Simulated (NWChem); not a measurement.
System meant: InSiH₃OCl₂; SMILES [SiH3][O][In]([Cl])[Cl]

Here is an NWChem input.

```
start job
memory heap 200 mb stack 900 mb global 1100 mb
geometry units angstroms noautoz
  In     0.004743     0.407680    -0.001713
  Cl    -1.179623     2.399829    -0.015579
  Cl     2.329653     0.409686     0.029308
  O     -1.003950    -1.283427    -0.019563
  Si    -0.680396    -2.912273     0.008527
  H      0.163866    -3.319221    -1.158690
  H     -1.978455    -3.645242    -0.052317
  H      0.039960    -3.300660     1.261899
end
basis spherical
  In library def2-svp
  Cl library def2-svp
  O library def2-svp
  Si library def2-svp
  H library def2-svp
end
ecp
  In library def2-ecp
end
dft
  xc pbe0
  iterations 4
  mulliken
end
task dft energy
```

End of the output:

```
    Atom       Charge   Shell Charges
 -----------   ------   -------------------------------------------------------
    1 In  21    20.74   1.38  0.54  0.62  0.32  3.03  2.84  0.98  0.50  9.43  1.11
    2 Cl  17    17.01   2.00  1.96  1.05  0.79  5.82  2.23  3.16  0.01
    3 Cl  17    17.02   2.00  1.96  1.05  0.79  5.82  2.23  3.16  0.01
    4 O    8     8.39   1.97  0.92  0.63  2.70  2.16  0.01
    5 Si  14    13.51   2.00  1.93  0.64  0.34  5.82  1.25  1.09  0.44
    6 H    1     1.11   0.65  0.44  0.02
    7 H    1     1.10   0.65  0.43  0.02
    8 H    1     1.11   0.65  0.44  0.02

 center of mass
 --------------
 x =   0.01340874 y =   0.15552452 z =  -0.00053281

 moments of inertia (a.u.)
 ------------------
        1874.517747736485           0.000000000000          -0.000000000000
           0.000000000000         976.052194852969          -0.000000000000
          -0.000000000000          -0.000000000000        2829.389462702502

     Multipole analysis of the density
     ---------------------------------

     L   x y z        total         alpha         beta         nuclear
     -   - - -        -----         -----         ----         -------
     0   0 0 0     -0.000000    -40.000000    -40.000000     80.000000

     1   1 0 0      0.040012     -0.577694     -0.577694      1.195399
     1   0 1 0     -0.200540      9.090166      9.090166    -18.380872
     1   0 0 1      0.002390     -0.055373     -0.055373      0.113136

     2   2 0 0    -55.447694   -265.811992   -265.811992    476.176290
     2   1 1 0     -0.108530     -6.291699     -6.291699     12.474867
     2   1 0 1     -0.018479      0.008207      0.008207     -0.034893
     2   0 2 0    -53.469085   -514.766324   -514.766324    976.063562
     2   0 1 1     -0.031672      0.030939      0.030939     -0.093550
     2   0 0 2    -48.126386    -29.312512    -29.312512     10.498637

 ------------------------------------------------------------------------
 dft energy failed                                                                                  0
 ------------------------------------------------------------------------
 ------------------------------------------------------------------------
  current input line :
    28: task dft energy
 ------------------------------------------------------------------------
 ------------------------------------------------------------------------
 This type of error is most commonly associated with calculations not reaching convergence criteria
 ------------------------------------------------------------------------
 For more information see the NWChem manual at https://nwchemgit.github.io

0:dft energy failed:Received an Error in Communication
```

Problem. Can this run be used? If not, why, and what is the fix?

Solution. Convergence was not reached. Cause: the SCF was allowed too few iterations. This input runs:
```
start job
memory heap 200 mb stack 900 mb global 1100 mb
geometry units angstroms noautoz
  In     0.004743     0.407680    -0.001713
  Cl    -1.179623     2.399829    -0.015579
  Cl     2.329653     0.409686     0.029308
  O     -1.003950    -1.283427    -0.019563
  Si    -0.680396    -2.912273     0.008527
  H      0.163866    -3.319221    -1.158690
  H     -1.978455    -3.645242    -0.052317
  H      0.039960    -3.300660     1.261899
end
basis spherical
  In library def2-svp
  Cl library def2-svp
  O library def2-svp
  Si library def2-svp
  H library def2-svp
end
ecp
  In library def2-ecp
end
dft
  xc pbe0
  iterations 150
  mulliken
end
task dft energy
```
It converges to -1476.24471 Ha (PBE0/def2-SVP with def2 effective core potentials on In).
